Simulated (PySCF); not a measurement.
# Radial density of Yb²⁺ (ytterbium, charge +2)

UHF, [Xe] 4f13 6s1, high-spin 3F determinant (an excited configuration). All numbers are calculated (PySCF 2.14, the spin-free X2C one-electron Hamiltonian (Gaussian nucleus), in x2c-TZVPPall (11s7p7d4f2g, 113 functions)).

```
r (bohr)  4πr²ρ (e/bohr)  4πr²(ρα − ρβ)
  0.0143           96.09         0.0022
  0.0241           83.39        -0.0003
  0.0405           104.6         0.0047
  0.0682           124.0         0.0057
   0.115           96.34         0.0305
   0.193           108.8         0.2948
   0.324           54.03         1.1259
   0.546           58.84         1.4680
   0.918           19.47         0.7333
    1.54           6.972         0.0759
    2.60          0.8821         0.3820
    4.37          0.1916         0.1906
    7.35        0.001285         0.0013
```

Densities and radii are taken from the X2C orbitals without a picture-change correction, which distorts them close to the nucleus.

Spin-orbit coupling, absent here, splits the open shell strongly.
